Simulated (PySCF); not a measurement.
Exercise with solution: oscillator strength and radiative lifetime

C₂H₅IZn, SMILES C[CH2][Zn][I].

Geometry optimised at PBE0-D3(BJ)/def2-SVP. The structure was generated by enumeration; whether it is a known compound was not checked. The def2 effective core potentials stand for the cores of I; spin–orbit coupling is left out. Other conformers were not sampled.

TDA-LC-ωPBE/def2-SVPD (PySCF 2.14.0) puts the first singlet state with f over 0.02 at 6.16 eV (vertical), with the transition dipole (0.000, 0.000, 0.510) in atomic units.

Task: Find the oscillator strength, the wavelength and the radiative lifetime that this transition would have in vacuum if emission retraced absorption.

Result: 
|μ|² = 0.2601 au, so |μ| = 1.30 D. ΔE = 6.16/27.211 = 0.2264 hartree. f = (2/3) ΔE |μ|² = 0.039 (the program prints 0.039).
λ = 1239.84/6.16 = 201 nm; ν = 49684 cm⁻¹.
Einstein's coefficient A = 0.6670 ν² f s⁻¹ (ν in cm⁻¹) = 6.5e7 s⁻¹, so τ = 1/A = 15 ns. This state is S1. The figure is the radiative limit of this one transition; relaxation, internal conversion, crossing to triplets and a medium change what is measured.
